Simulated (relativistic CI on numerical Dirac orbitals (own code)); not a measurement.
## Slater and spin-orbit integrals, Au VIII

Calculated at this level of theory: Dirac-Coulomb-Breit CI, separate exchange-only KLI orbitals for each configuration, a model potential for QED, unscaled Slater integrals (own radial code, finite nucleus).

Slater integrals F^k, G^k are unscaled and averaged over j, outside the closed core [Kr] 4d10 4f14 5s2; ζ comes from projecting the Hamiltonian with its Breit term on Σ l·s of the shell.

- 5p6.5d4: F^2(5d,5d) = 83451, F^4(5d,5d) = 56535, ζ(5d) = 7147.5 cm⁻¹; <r>(5d) = 1.269, <r^2>(5d) = 1.821 (bohr units).
- 5p6.5d3.6s: F^2(5d,5d) = 83991, F^4(5d,5d) = 56915, ζ(5d) = 7417.9, G^2(5d,6s) = 25151 cm⁻¹; <r>(5d) = 1.259, <r^2>(5d) = 1.795, <r>(6s) = 1.905, <r^2>(6s) = 4.026 (bohr units).
- 5p6.5d3.5f: F^2(5d,5d) = 84076, F^4(5d,5d) = 56981, ζ(5d) = 7445.2, F^2(5d,5f) = 53786, F^4(5d,5f) = 33433, G^1(5d,5f) = 58601, G^3(5d,5f) = 36235, G^5(5d,5f) = 25819, ζ(5f) = 199.89 cm⁻¹; <r>(5d) = 1.258, <r^2>(5d) = 1.792, <r>(5f) = 1.96, <r^2>(5f) = 4.376 (bohr units).

Problem. Give the Racah parameters of the d shell in 5p6.5d4.

Solution. B = F²/49 − 5F⁴/441 = 1062 cm⁻¹ and C = 35F⁴/441 = 4487 cm⁻¹.

In this model ζ of a weakly bound d, f or g electron outside closed shells comes out too small, for d by up to a factor of two or three and at times with the wrong sign; that of an outer p electron is too small as well.

Averages of the first 10 configurations, taken without configuration mixing, which lowers the lowest level and can move excited configurations by several eV; other configurations of the list can lie among them:

```tsv
Configuration	Parity	States	Average energy above the lowest level (eV)
5p6.5d4	even	210	7.2
5p6.5d3.6s	even	240	29.8
5p6.5d3.5f	odd	1680	59.3
5p6.5d3.6p	odd	720	44.3
5p5.5d5	odd	1512	71.8
5p6.5d2.6s.6p	odd	540	68.3
5p6.5d3.5g	even	2160	82.4
5p6.5d2.5f.6s	odd	1260	83.9
5p6.5d3.6d	even	1200	63.0
5p6.5d3.7p	odd	720	74.5
```
